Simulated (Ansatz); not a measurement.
Ideal-gas functions of CH4F2InN, SMILES `C[NH][In]([F])[F]` at 800 K and 1 bar, from an Ansatz frequency run at PBE0-D4/def2-TZVP.

Molar mass 182.86 g/mol, point group C1 (symmetry number 1), electronic degeneracy 1, moments of inertia 103.609, 244.624, 343.722 u Å². Harmonic wavenumbers (cm⁻¹, unscaled): 63, 91, 129, 138, 149, 246, 449, 590, 603, 623, 1090, 1117, 1133, 1381, 1458, 1485, 1511, 3014, 3069, 3121, 3605.

Use S(trans) = R[1.5 ln M + 2.5 ln T − 1.1517]; rotational temperatures θ = 24.2544 K / I; S(rot) = R[ln(√π/σ · √(T³/θAθBθC)) + 1.5]; for each mode x = 1.438777 ν̃/T, S = R[x/(eˣ − 1) − ln(1 − e⁻ˣ)] and H = RT x/(eˣ − 1); 1 cm⁻¹ = 0.0119627 kJ/mol; R = 8.31446 J/(mol·K).

Q: By hand: the entropy, in J/(mol·K).

A: Translation 194.3. Rotation: θ = 0.2341, 0.0991, 0.0706 K, giving 127.3. Vibration, mode by mode: 26.43, 23.37, 20.48, 19.92, 19.29, 15.16, 10.31, 8.20, 8.04, 7.79, 3.93, 3.79, 3.70, 2.60, 2.33, 2.25, 2.17, 0.24, 0.22, 0.20, 0.10, in all 180.5. Electronic 0.0. Sum 502.1 J/(mol·K).

Q: By hand: H − E and G − E in kJ/mol, counted from the electronic energy.

A: Zero-point energy ½ × 25065 × 0.0119627 = 149.9; thermal vibration 62.8; translation, rotation and pV give 4 RT = 26.6. H − E = 239.3 kJ/mol, and G − E = 239.3 − 800 × 502.1/1000 = -162.4 kJ/mol.

Vibration gives 36 % of the entropy, 109.5 J/(mol·K) of it from the modes under 150 cm⁻¹: soft modes count most, and the harmonic formula is weakest for them. The sum counts one conformer and one mirror image; others add a mixing term.
